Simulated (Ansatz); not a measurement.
Ideal-gas functions of BH2IOSZn, SMILES `O[B](I)[Zn][SH]` at 500 K and 1 bar, from an Ansatz frequency run at PBE0-D4/def2-TZVP.

Molar mass 253.19 g/mol, point group Cs (symmetry number 1), electronic degeneracy 1, moments of inertia 146.282, 1077.049, 1223.331 u Å². Harmonic wavenumbers (cm⁻¹, unscaled): 43, 77, 79, 122, 234, 313, 371, 407, 607, 625, 644, 1056, 1362, 2700, 3799.

Use S(trans) = R[1.5 ln M + 2.5 ln T − 1.1517]; rotational temperatures θ = 24.2544 K / I; S(rot) = R[ln(√π/σ · √(T³/θAθBθC)) + 1.5]; for each mode x = 1.438777 ν̃/T, S = R[x/(eˣ − 1) − ln(1 − e⁻ˣ)] and H = RT x/(eˣ − 1); 1 cm⁻¹ = 0.0119627 kJ/mol; R = 8.31446 J/(mol·K).

Task: By hand: the entropy, in J/(mol·K).

Result: Translation 188.6. Rotation: θ = 0.1658, 0.0225, 0.0198 K, giving 134.3. Vibration, mode by mode: 25.69, 20.86, 20.65, 17.06, 11.76, 9.46, 8.15, 7.46, 4.66, 4.47, 4.28, 1.68, 0.83, 0.03, 0.00, in all 137.0. Electronic 0.0. Sum 459.9 J/(mol·K).

Task: By hand: H − E and G − E in kJ/mol, counted from the electronic energy.

Result: Zero-point energy ½ × 12439 × 0.0119627 = 74.4; thermal vibration 30.2; translation, rotation and pV give 4 RT = 16.6. H − E = 121.2 kJ/mol, and G − E = 121.2 − 500 × 459.9/1000 = -108.7 kJ/mol.

Vibration gives 30 % of the entropy, 84.3 J/(mol·K) of it from the modes under 150 cm⁻¹: soft modes count most, and the harmonic formula is weakest for them. The sum counts one conformer and one mirror image; others add a mixing term.
